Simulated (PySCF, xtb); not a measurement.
C₂H₄ClNSi, SMILES N#CC[SiH2]Cl.

GFN2-xTB in xtb at its own geometry gives an orbital gap of 5.47 eV and a dipole moment of 4.28 D.

Geometry optimised at r2SCAN-D4/def2-SVP. The structure was generated by enumeration, and PubChem lists no compound with its InChIKey, so it may never have been made. Other conformers were not sampled.

### Question
What does PBE/def2-TZVP run with PySCF give? (The exact figures need the calculation; the answer reports its results.)

### Answer
gap 6.50 eV (levels -7.65 and -1.15 eV), dipole 4.23 D.
